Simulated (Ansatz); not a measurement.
Relaxation of BClFH3O (7 atoms, charge 0, multiplicity 1), to a largest force component of 0.03 eV/Å in at most 50 steps.

Theory: RKS PBE0-D4/def2-SVP (Ansatz 0.2.0).

```xyz
7
Properties=species:S:1:pos:R:3
B 0.091 0.468 -0.394
F -0.011 -0.183 2.041
O 1.313 -0.022 -0.611
H 1.298 -0.954 -0.856
H -0.947 -0.101 -0.601
Cl 0.013 2.230 0.093
H 0.102 0.725 2.171
```

Problem. Where does it end, and by what steps?

Solution. The forces met the threshold. After 9 steps the energy has fallen by 0.047 eV; F2 moved furthest, 0.19 Å.

| step | energy less start (eV) | largest force component (eV/Å) | accepted |
| --- | --- | --- | --- |
| 0 | 0.0000 | 0.914 | yes |
| 1 | -0.0145 | 1.367 | yes |
| 2 | -0.0398 | 0.360 | yes |
| 3 | -0.0411 | 0.374 | yes |
| 4 | -0.0449 | 0.118 | yes |
| 5 | -0.0462 | 0.178 | yes |
| 6 | -0.0469 | 0.065 | yes |
| 7 | -0.0471 | 0.051 | yes |
| 8 | -0.0471 | 0.033 | yes |
| 9 | -0.0471 | 0.003 | yes |

```xyz
7
Properties=species:S:1:pos:R:3
B 0.115 0.462 -0.404
F -0.016 -0.128 2.223
O 1.327 -0.033 -0.668
H 1.298 -0.947 -0.970
H -0.920 -0.115 -0.603
Cl 0.048 2.137 0.200
H 0.006 0.786 2.063
```

Whether the end is a true minimum wasn't checked by a vibrational analysis.

Time of the run: 23 s on 1 thread of Arm Neoverse V2 (shared host), peak memory 0.16 GiB.
